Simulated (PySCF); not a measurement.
Te(Br)(Et) (C2H5BrTe), SMILES CC[Te]Br.

Geometry: B3LYP-D3(BJ)/def2-SVP. The def2 effective core potentials stand for the cores of Te; spin–orbit coupling is left out. The values are those of a single conformer.

Two levels are set side by side: TDDFT-PBE/def2-SVPD (PySCF) and TDDFT-CAM-B3LYP/def2-SVPD (PySCF). Vertical, same geometry. The lowest singlet is HOMO→LUMO 101 % with PBE and HOMO→LUMO 100 % with the other functional; states are paired by order. Differences are taken from unrounded values.

```tsv
quantity	TDDFT-PBE
lowest singlet excitation (eV)	1.95
lowest triplet excitation (TDA) (eV)	1.34
```

Question: These are the TDDFT-PBE values. What does TDDFT-CAM-B3LYP give? (The exact figures need the calculation; the answer reports its results.)

Answer: 
```
quantity                              TDDFT-CAM-B3LYP  TDDFT-PBE minus TDDFT-CAM-B3LYP
------------------------------------  ---------------  -------------------------------
lowest singlet excitation (eV)                   2.07                            -0.12
lowest triplet excitation (TDA) (eV)             1.45                            -0.10
```

A lower first singlet is the usual sign of a functional without exact exchange. Differences between two approximate levels are no errors against the true value.

Rough cost on one machine, each run with all the roots and properties that it gave: TDDFT-CAM-B3LYP against TDDFT-PBE about 7 times.
